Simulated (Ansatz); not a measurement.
H2I2O2Ti, SMILES `[OH][Ti]([OH])([I])[I]`, 7 atoms. Charge 0, multiplicity 1. Correlated methods include outer-core shells of I, Ti, which these sets cover unevenly. Scalar relativity is left out up to krypton. I: def2 effective core potential. All runs use 4 threads of an Intel Xeon Platinum 8488C on a shared host. Correlated methods freeze the cores.

Task: Give the basis size and wall time and peak host memory of each of these runs in Ansatz. RKS BHLYP-D4/def2-TZVPP energy; RHF-MP2/def2-QZVPP energy; RKS ωB97M-V/def2-SVP energy; RKS PBE0-D4/def2-QZVPP energy; direct RPA on PBE orbitals/def2-TZVPP energy; RKS PBE0-D4/def2-TZVP frequencies; RKS r2SCAN0-D4/def2-TZVPP energy; RKS PBE0-D4/def2-SVP energy; RKS ωB97M-V/def2-QZVPP energy; RHF-MP2/def2-TZVPP energy; RKS ωB97X-V/def2-TZVPP energy; RKS B3LYP-D4/def2-TZVPP energy and forces. (An estimate is asked.)

Result: The calculation gave: Other jobs shared the machine, so times are rough.

```json
{"level": "RKS PBE0-D4/def2-SVP", "job": "energy", "functions": "121", "wall time": "2.1 s", "peak host memory (GiB)": "0.37"}
{"level": "RHF-MP2/def2-TZVPP", "job": "energy", "functions": "254", "wall time": "7 s", "peak host memory (GiB)": "0.87"}
{"level": "RKS BHLYP-D4/def2-TZVPP", "job": "energy", "functions": "254", "wall time": "7 s", "peak host memory (GiB)": "1.1"}
{"level": "RKS r2SCAN0-D4/def2-TZVPP", "job": "energy", "functions": "254", "wall time": "7.5 s", "peak host memory (GiB)": "1.1"}
{"level": "RKS B3LYP-D4/def2-TZVPP", "job": "energy and forces", "functions": "254", "wall time": "7.5 s", "peak host memory (GiB)": "1"}
{"level": "RKS ωB97M-V/def2-SVP", "job": "energy", "functions": "121", "wall time": "8 s", "peak host memory (GiB)": "0.54"}
{"level": "direct RPA on PBE orbitals/def2-TZVPP", "job": "energy", "functions": "254", "wall time": "11 s", "peak host memory (GiB)": "0.89"}
{"level": "RKS ωB97X-V/def2-TZVPP", "job": "energy", "functions": "254", "wall time": "11 s", "peak host memory (GiB)": "1.2"}
{"level": "RKS PBE0-D4/def2-QZVPP", "job": "energy", "functions": "431", "wall time": "12 s", "peak host memory (GiB)": "2"}
{"level": "RKS ωB97M-V/def2-QZVPP", "job": "energy", "functions": "431", "wall time": "23 s", "peak host memory (GiB)": "2.4"}
{"level": "RHF-MP2/def2-QZVPP", "job": "energy", "functions": "431", "wall time": "25 s", "peak host memory (GiB)": "2.5"}
{"level": "RKS PBE0-D4/def2-TZVP", "job": "frequencies", "functions": "219", "wall time": "2.8 min", "peak host memory (GiB)": "0.82"}
```

B3LYP here is the variant with VWN-RPA as its local correlation; programs differ in this.
